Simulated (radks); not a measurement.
Problem. Successive ionisation energies (eV) of one element, from differences of total energies of ions in their ground configurations, starting at charge 0: 9.103, 16.539, 24.444, 41.988, 53.221, 100.54, 121.02, 142.29, 164.27, 186.88, 217.30, 242.04, 267.38, 293.28, 319.67, 420.06, 447.91, 475.47, 512.99, 542.29, 571.20, 642.95. Calculated with a radial shooting solver on a logarithmic mesh with Libxc functionals: non-relativistic Kohn-Sham, TPSS, spin-polarised, spherical densities, point nucleus; open shells are filled with parallel spins first (spin-orbit coupling, left out, can overturn this in heavy ions); meta-GGA in the generalised Kohn-Sham scheme; relativity is left out, which matters for an element this heavy. Which element is it?

Solution. Antimony (Z = 51). The first species listed is Sb in [Kr] 4d10 5s2 5p3, the last Sb21+ in [Ar] 3d10 4s2.
